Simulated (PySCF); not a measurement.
Zn(Br)(OSiH3) (BrH₃OSiZn), SMILES [SiH3][O][Zn][Br]. Heavy atoms are numbered as in [Zn:1]([Br:2])[O:3][SiH3:4]. Hydrogens are named by the atom that carries them.

Geometry: TPSSh-D3(BJ)/def2-SVP. The structure was generated by enumeration; whether it is a known compound was not checked. One conformer was computed; it need not be the lowest.

Calculation: PBE/pcSseg-1 (PySCF).

GIAO shieldings, no solvent; atoms alike by connectivity are averaged. δ = σ(ref) − σ: ¹⁷O against H2O (σ = 334.3 ppm); ²⁹Si against TMS (σ = 335.4 ppm); ¹H against TMS (σ = 31.49 ppm), references at their B3LYP-D3(BJ)/def2-TZVP geometries, non-relativistic (without spin–orbit terms, shifts of atoms bonded to Cl or Br come out too high).

| atoms | nucleus | count | δ (ppm) |
|---|---|---|---|
| O3 | ¹⁷O | 1 | [?] |
| Si4 (SiH3) | ²⁹Si | 1 | -32.1 |
| H on Si4 | ¹H | 3 | 5.75 |

Task: What belongs in the gaps? (An estimate is asked for; the answer gives what the named calculation found.)

Result: 
- O3, δ (ppm): 29.9
